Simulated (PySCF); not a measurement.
Isotropic susceptibility

Computed, not measured: GIAO PBE/pcSseg-1 magnetisability, rotational g tensor and spin-rotation constants, non-relativistic, gas phase in PySCF 2.14.0. Geometry: GFN2-xTB.

Each molecule in one low-energy conformer.

Give the isotropic susceptibility and related values for:
- C=C1CC[C@H]1B(C)C
- B[C@H]1CC=CCCC1
- C=CBC1CCCC1
- CCCc1ccccc1
- C=CC[C@H]1CBCC1
- B[C@@H]1C[C@@H]2CCC[C@@H]21
- C=CB1CCCCC1


| molecule | χ, cgs (10⁻⁶ cm³/mol) | magnetisability anisotropy (10⁻³⁰ J/T²) |
| --- | --- | --- |
| C=C1CC[C@H]1B(C)C | -76.6 | 230 |
| B[C@H]1CC=CCCC1 | -69.0 | 313 |
| C=CBC1CCCC1 | -76.6 | 372 |
| CCCc1ccccc1 | -90.0 | 1035 |
| C=CC[C@H]1CBCC1 | -76.6 | 360 |
| B[C@@H]1C[C@@H]2CCC[C@@H]21 | -74.5 | 352 |
| C=CB1CCCCC1 | -74.9 | 311 |
